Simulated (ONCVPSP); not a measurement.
# Transferability test, ONCV potential for Hg (Z = 80)

| Quantity | Value |
| --- | --- |
| Element | mercury |
| Generator | ONCVPSP 4.0.1 |
| Type | optimised norm-conserving Vanderbilt (ONCV) |
| Functional | PBE |
| Relativity | scalar-relativistic |
| Frozen core | [Kr] 4d10 |
| Valence charge | 34 |
| Reference configuration | 4f14 5s2 5p6 5d10 6s1 (charge +1) |
| Partial waves | 5s+6s: rc 1.55 bohr, ncon 5, nbas 8, qcut 6.4 1/bohr, 2 projectors; 5p: rc 1.05 bohr, ncon 5, nbas 9, qcut 8.4 1/bohr, 3 projectors, debl 0.6 Ha; 5d: rc 2.15 bohr, ncon 4, nbas 9, qcut 6.9 1/bohr, 3 projectors, debl 1.4 Ha; 4f: rc 0.60 bohr, ncon 3, nbas 8, qcut 31.7 1/bohr, local |
| Local potential | the f channel |
| Core correction | Teter function, fcfact 3.25, rcfact 1.2 |

In the p channel the program set the typed energies aside and used -2.779, 0.250, 0.850 Ha.

Energies are relative to the spin-unpolarised reference configuration 4f14 5s2 5p6 5d10 6s1; without spin polarisation the order of configurations can differ from experiment.

```csv
valence configuration,charge,ΔE all-electron (eV),error AE − PS (meV)
4f14 5s2 5p6 5d10 6s2,0,-10.688,+2.6
4f14 5s2 5p6 5d9 6s0,+3,54.502,-13
4f14 5s2 5p6 5d10 6s1.5,+0.5,-6.332,+1.8
```

Q: What are ΔE and the potential's error for 4f14 5s2 5p6 5d10 6s0?

A: ΔE = 18.976 eV all-electron; the error (AE − PS) is -9.9 meV.

Note: ghosts flagged at negative energy: s at -2074.3 eV, s at -161.0 eV, p at -1256.0 eV, p at -481.9 eV, d at -842.4 eV; GHOST(+) flags only above 600 eV. A true bound ghost makes a file unfit for plane-wave use.
